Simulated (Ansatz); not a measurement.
CdI, SMILES [I][Cd] (connectivity only; charge and spin as stated), neutral, multiplicity 2.

The structure is a stationary point at B3LYP-D3(BJ)/def2-TZVP. The spin state was assumed, not searched. The def2 effective core potentials stand for the cores of Cd, I; spin–orbit coupling is left out.

Two levels are set side by side: PBE/def2-TZVPD (Ansatz, a first-principles code) and ωB97X-V/def2-TZVPD (Ansatz). Energy differences of separate SCF runs at the same geometry; the states with an electron removed or added have multiplicity 1 and 1. Differences are taken from unrounded values.

```
quantity                         ωB97X-V   PBE  PBE minus ωB97X-V
-------------------------------  -------  ----  -----------------
vertical ionisation energy (eV)     8.30  8.29              -0.01
vertical electron affinity (eV)     2.17  2.20               0.03
```

On these quantities the two levels nearly agree.
